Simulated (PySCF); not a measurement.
Sn(F)(Me)(OH)2 (CH5FO2Sn), SMILES [CH3][Sn]([OH])([OH])[F].

Coordinates come from a PBE0-D3(BJ)/def2-SVP optimisation. The structure was generated by enumeration; whether it is a known compound was not checked. The def2 effective core potentials stand for the cores of Sn; spin–orbit coupling is left out. One conformer was computed; it need not be the lowest.

Level of theory: TDDFT-PBE/def2-SVPD in PySCF.

Vertical excitations. 

```csv
state,energy (eV),λ (nm),f,main pairs
S1,5.15,241,0.039,HOMO→LUMO 95 %
S2,5.35,232,0.027,HOMO−1→LUMO 96 %
S3,6.09,204,0.084,HOMO−2→LUMO 88 %
S4,6.31,197,0.066,HOMO−3→LUMO 86 %
S5,6.82,182,0.023,"HOMO−4→LUMO 55 %, HOMO−5→LUMO 33 %"
S6,6.93,179,0.020,"HOMO→LUMO+1 56 %, HOMO−5→LUMO 30 %"
S7,6.96,178,0.028,"HOMO→LUMO+1 30 %, HOMO−5→LUMO 28 %, HOMO−4→LUMO 18 %, HOMO−1→LUMO+1 13 %"
S8,7.15,173,0.021,HOMO→LUMO+2 84 %
S9,7.29,170,0.047,"HOMO−6→LUMO 41 %, HOMO→LUMO+3 38 %"
S10,7.32,169,0.006,"HOMO−1→LUMO+2 59 %, HOMO−1→LUMO+1 16 %"
T1,4.72,263,0,HOMO→LUMO 99 %
T2,4.99,249,0,HOMO−1→LUMO 99 %
T3,5.41,229,0,HOMO−2→LUMO 98 %
T4,5.73,216,0,HOMO−3→LUMO 97 %
```
Triplets are in the Tamm–Dancoff approximation, which puts them higher than full response would, so one can lie above its singlet here.
